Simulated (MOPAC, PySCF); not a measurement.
[Mo(F)3(OH)3], neutral singlet in the gas phase. 

Cartesian coordinates (Å):
```xyz
10

Mo     0.0986    -0.7262     0.6125
F     -1.5705    -0.6966    -0.3230
F      0.7249     0.5532    -0.6207
F     -0.3564    -1.9831     1.9064
O      0.4127    -2.1001    -0.6226
H     -0.2693    -2.3483    -1.2777
O     -0.7783     0.6111     1.5886
H     -1.6866     0.8905     1.3593
O      1.8009    -0.5906     1.3581
H      2.5570    -0.0413     1.0787
```
Charge 0, multiplicity 1.

All levels are single points at this geometry (TPSS-D3(BJ)/def2-SVP); Pople sets use spherical d functions. Orbital energies aren't observables, and empty levels follow the basis.

SVWN5/6-31G* (LANL2DZ on Mo) in PySCF gives gap (eV) = 3.12.

Problem. Estimate the gap (eV) from each of these levels: B3LYP-D3(BJ)/def2-TZVP in PySCF; TPSSh-D3(BJ)/def2-TZVP in PySCF; B3LYP/6-311+G** (LANL2DZ on Mo) in PySCF; B3LYP/6-31G* (LANL2DZ on Mo) in PySCF; BP86/6-31G* (LANL2DZ on Mo) in PySCF; PBE/6-31G* (LANL2DZ on Mo) in PySCF; PM6 in MOPAC; PM7 in MOPAC.

Solution. 
```csv
level,gap (eV)
B3LYP-D3(BJ)/def2-TZVP in PySCF,5.11
TPSSh-D3(BJ)/def2-TZVP in PySCF,4.31
B3LYP/6-311+G** (LANL2DZ on Mo) in PySCF,4.72
B3LYP/6-31G* (LANL2DZ on Mo) in PySCF,4.82
BP86/6-31G* (LANL2DZ on Mo) in PySCF,3.08
PBE/6-31G* (LANL2DZ on Mo) in PySCF,3.08
PM6 in MOPAC,11.34
PM7 in MOPAC,11.37
```
